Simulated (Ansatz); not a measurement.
Ansatz (a program for electronic structure) input (B97M-V/def2-TZVPD):

Ansatz 0.2 input:
```yaml
crystal:
  periodic: [false, false, false]
  atoms:
    - {symbol: N, position_ang: [-3.64668709, -0.55733848, 0.12832114]}
    - {symbol: C, position_ang: [-2.45574685, 0.18241227, -0.29349410]}
    - {symbol: C, position_ang: [-1.19186190, -0.49046032, 0.22430570]}
    - {symbol: C, position_ang: [0.08409719, 0.26097556, -0.14847126]}
    - {symbol: C, position_ang: [1.35821290, -0.41827091, 0.36762722]}
    - {symbol: Si, position_ang: [2.94087953, 0.49525760, -0.07466496]}
    - {symbol: H, position_ang: [-4.49048754, -0.09250532, -0.18509327]}
    - {symbol: H, position_ang: [-3.65041513, -1.48445117, -0.28268819]}
    - {symbol: H, position_ang: [-2.52415321, 1.19010765, 0.12630644]}
    - {symbol: H, position_ang: [-2.37637601, 0.30139038, -1.38522387]}
    - {symbol: H, position_ang: [-1.13770884, -1.51062588, -0.17410521]}
    - {symbol: H, position_ang: [-1.26558100, -0.58689626, 1.31100419]}
    - {symbol: H, position_ang: [0.02715508, 1.28053953, 0.24743521]}
    - {symbol: H, position_ang: [0.13933500, 0.36343892, -1.23741887]}
    - {symbol: H, position_ang: [1.42479662, -1.43701331, -0.02866599]}
    - {symbol: H, position_ang: [1.31062421, -0.52133259, 1.45670504]}
    - {symbol: H, position_ang: [3.07668602, 0.60879090, -1.54865178]}
    - {symbol: H, position_ang: [4.12990123, -0.21791269, 0.45366075]}
    - {symbol: H, position_ang: [2.92251168, 1.86629298, 0.49399172]}
basis:
  gaussian:
    orbitals: def2-TZVPD
hamiltonian:
  xc: {name: B97M-V}
output: {forces: true}
```

Output:

```
Functional definition: B97M-V
integrals: 0.42 GiB planned
1813 factors; their error is unknown
0.63 GiB of the device are held for the grids
2.20 GiB of device memory are held for the factors and their scratch space
mean field: 3.11 GiB planned
mean field evaluation 1: about -13712.0059 eV, gradient 8.2e1 eV
mean field evaluation 2: about -13682.3261 eV, gradient 1.3e2 eV
mean field evaluation 4: about -13727.9815 eV, gradient 4.8e0 eV
mean field evaluation 8: about -13728.0584 eV, gradient 3.5e-1 eV
mean field evaluation 16: about -13727.9893 eV, gradient 1.2e-2 eV
mean field -13727.98926986 eV, -504.4943005021 hartree, gradient 5.4e-5 eV, S^2 0.000000; 0 other end points of the search recorded, 0 dependent functions left out
the calculation of the forces begins
reference -13727.98936387 eV, -504.4943039570 hartree; 29, 29 occupied and 316, 316 virtual orbitals, 1813 factors
Total energy: -13727.98936387 eV, -504.4943039570 hartree
Atom 0 at    -3.646687    -0.557338     0.128321 Å, force     0.122326     0.049402     0.004635 eV/Å
Atom 1 at    -2.455747     0.182412    -0.293494 Å, force     0.009887    -0.130409     0.032193 eV/Å
Atom 2 at    -1.191862    -0.490460     0.224306 Å, force    -0.027836     0.130087    -0.078765 eV/Å
Atom 3 at     0.084097     0.260976    -0.148471 Å, force    -0.025354    -0.123431     0.075096 eV/Å
Atom 4 at     1.358213    -0.418271     0.367627 Å, force    -0.106081     0.090448    -0.062531 eV/Å
Atom 5 at     2.940880     0.495258    -0.074665 Å, force    -0.218681    -0.137789     0.068158 eV/Å
Atom 6 at    -4.490488    -0.092505    -0.185093 Å, force     0.177990    -0.098405    -0.007900 eV/Å
Atom 7 at    -3.650415    -1.484451    -0.282688 Å, force    -0.000288     0.187826     0.002812 eV/Å
Atom 8 at    -2.524153     1.190108     0.126306 Å, force     0.001078    -0.107201    -0.048095 eV/Å
Atom 9 at    -2.376376     0.301390    -1.385224 Å, force     0.021064     0.006983     0.096189 eV/Å
Atom 10 at    -1.137709    -1.510626    -0.174105 Å, force    -0.005165     0.079778     0.041992 eV/Å
Atom 11 at    -1.265581    -0.586896     1.311004 Å, force     0.015081    -0.003119    -0.091507 eV/Å
Atom 12 at     0.027155     1.280540     0.247435 Å, force    -0.000165    -0.083957    -0.038734 eV/Å
Atom 13 at     0.139335     0.363439    -1.237419 Å, force    -0.011550    -0.004596     0.092648 eV/Å
Atom 14 at     1.424797    -1.437013    -0.028666 Å, force    -0.009965     0.092524     0.043771 eV/Å
Atom 15 at     1.310624    -0.521333     1.456705 Å, force     0.002435     0.001641    -0.102977 eV/Å
Atom 16 at     3.076686     0.608791    -1.548652 Å, force     0.011405     0.012087    -0.041812 eV/Å
Atom 17 at     4.129901    -0.217913     0.453661 Å, force     0.036245    -0.005229     0.006007 eV/Å
Atom 18 at     2.922512     1.866293     0.493992 Å, force     0.007573     0.043360     0.008821 eV/Å
Dipole moment:    -0.211718    -0.087754    -0.191631 e Å
```
